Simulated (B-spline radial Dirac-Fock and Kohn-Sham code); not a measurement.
**Magnetic form factor of the 3d shell of Hf⁴⁹⁺**

System: Hf⁴⁹⁺ in the configuration [Ar] 3d5.

The computed values come from a radial B-spline solver: configuration-average Dirac-Fock orbitals. ⟨j_K⟩ is the integral of the 3d radial density with the spherical Bessel function j_K(4πsr), s = sin θ/λ.

| s (Å⁻¹) | ⟨j0⟩ | ⟨j2⟩ | ⟨j4⟩ |
| --- | --- | --- | --- |
| 0 | 1.0000 | 0.0000 | 0.0000 |
| 0.06 | 0.9991 | 0.0004 | 0.0000 |
| 0.08 | 0.9983 | 0.0007 | 0.0000 |
| 0.1 | 0.9974 | 0.0011 | 0.0000 |
| 0.13 | 0.9956 | 0.0018 | 0.0000 |
| 0.16 | 0.9933 | 0.0027 | 0.0000 |
| 0.2 | 0.9895 | 0.0042 | 0.0000 |
| 0.25 | 0.9837 | 0.0065 | 0.0000 |
| 0.31 | 0.9750 | 0.0100 | 0.0000 |
| 0.39 | 0.9607 | 0.0156 | 0.0001 |
| 0.49 | 0.9386 | 0.0242 | 0.0002 |
| 0.62 | 0.9036 | 0.0377 | 0.0006 |
| 0.78 | 0.8518 | 0.0572 | 0.0015 |
| 0.98 | 0.7763 | 0.0847 | 0.0035 |
| 1.23 | 0.6709 | 0.1206 | 0.0078 |
| 1.54 | 0.5342 | 0.1622 | 0.0165 |

Radial moments of the shell: ⟨r²⟩ = 0.03579, ⟨r⁴⟩ = 0.002153, ⟨r⁶⟩ = 0.0001959 in powers of bohr.
